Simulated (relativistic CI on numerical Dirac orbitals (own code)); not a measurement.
## Nd⁴⁺: 4d photoemission

Computed with this model: Dirac-Coulomb-Breit CI, separate exchange-only KLI orbitals for each configuration, model QED (radiative potential, 1s self-energy scaled to tabulated hydrogen-like ionisation energies), valence Slater integrals scaled by 0.8, multiplet model of photoemission in the sudden approximation; configurations [Xe] 4f2 → [Kr] 4d9 4f2 5s2 5p6; 80 K; Lorentzian 1 eV and Gaussian 0.6 eV FWHM. Energies are those of the free ion, without screening or charge transfer. The energies are binding energies and can lie tens of eV above those of solids. S is read from ⟨S²⟩ = S(S + 1).

Computed curve for free ion, scaled to 100 at the maximum (points under 2 are left out and the grid is thinned):

| Energy (eV) | Intensity |
| --- | --- |
| 170.4 | 2.0 |
| 171.0 | 2.5 |
| 171.6 | 3.3 |
| 172.2 | 4.7 |
| 172.8 | 7.5 |
| 173.4 | 15.7 |
| 174.0 | 30.5 |
| 174.6 | 27.7 |
| 175.2 | 25.5 |
| 175.8 | 43.4 |
| 176.4 | 81.9 |
| 177.0 | 99.5 |
| 177.6 | 92.2 |
| 178.2 | 80.8 |
| 178.8 | 58.0 |
| 179.4 | 58.3 |
| 180.0 | 63.3 |
| 180.6 | 50.1 |
| 181.2 | 50.3 |
| 181.8 | 39.6 |
| 182.2 | 39.0 |
| 182.8 | 43.4 |
| 183.4 | 35.2 |
| 184.0 | 28.1 |
| 184.6 | 20.5 |
| 185.2 | 10.7 |
| 185.8 | 5.9 |
| 186.4 | 4.1 |
| 187.0 | 3.8 |
| 187.6 | 3.3 |
| 188.2 | 2.2 |
| 199.6 | 3.5 |
| 200.2 | 9.3 |
| 200.8 | 12.3 |
| 201.4 | 5.6 |
| 202.0 | 2.6 |
| 207.2 | 3.4 |
| 207.8 | 7.7 |
| 208.4 | 6.3 |
| 209.0 | 2.4 |

The ground state has S = 0.97, and the centroid lies at 180.35 eV.
